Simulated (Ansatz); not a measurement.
Wavefunction ladder for C2H6ClGaO2, SMILES `C[O][Ga]([Cl])[O]C`

```xyz
12

C    -0.4358    1.8182    0.1503
O    -0.4222    1.0756    1.3468
Ga   -0.0361   -0.6457    1.4743
Cl   -0.0839   -1.4932    3.4090
O     0.3869   -1.7262    0.1393
C     0.4619   -1.3514   -1.2160
H    -1.0362    1.3464   -0.6359
H    -0.8753    2.7957    0.3657
H     0.5744    1.9826   -0.2420
H    -0.5294   -1.1653   -1.6452
H     0.9176   -2.1770   -1.7691
H     1.0781   -0.4595   -1.3772
```

Charge 0, multiplicity 1. Correlated methods include outer-core shells of Ga, which these sets cover unevenly. Scalar relativity is left out up to krypton. The geometry is a stationary point of PBE0-D4/def2-TZVP. It is one conformer, not always the lowest. Frozen core, restricted reference, the Gaussian-basis code of Ansatz.

| basis | HF (Eh) | MP2 corr. |
| --- | --- | --- |
| def2-SVP | -2611.22404 | -0.99315 |
| def2-TZVPP | -2611.90558 | -1.23055 |
| def2-QZVPP | -2611.96995 | -1.55703 |

Question: Estimate the CCSD correlation energy and the (T) correction in each basis where they were run (hartree).

Answer: 
```json
{"basis": "def2-SVP", "CCSD corr.": "-1.03095", "(T)": "-0.02789"}
```
